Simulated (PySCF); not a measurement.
Excitation energy of Si²⁺ by level of theory

Si²⁺ [Ne] 3s2 (1S) → Si²⁺ [Ne] 3d2 (3F), as a difference of total energies. Computed with PySCF 2.14 in aug-cc-pVQZ-DK, with the spin-free X2C one-electron Hamiltonian (Gaussian nucleus). Correlated levels: valence: [Ne] frozen. The calculations carry no spin-orbit coupling.

| method | excitation energy (eV) |
| --- | --- |
| UHF | 35.833 |
| LDA | 35.837 |
| PBE | 35.145 |
| PBE0 | 35.511 |
| r2SCAN | 35.113 |
| wB97X-V | 35.991 |
| TPSS | 34.959 |
| CAM-B3LYP | 36.305 |
| revPBE | 34.841 |
| MP2 (valence) | 36.522 |
| SCS-MP2 (valence) | 36.845 |

Task: How much does correlation contribute at MP2 (valence)?

Result: 36.522 − (35.833) = 0.689 eV, measured against UHF.

The upper state lies above the first ionisation limit, where it may autoionise and the basis confines it.

The promoted electron is Rydberg-like, and one or two diffuse shells describe it only roughly, which tends to raise the upper state.
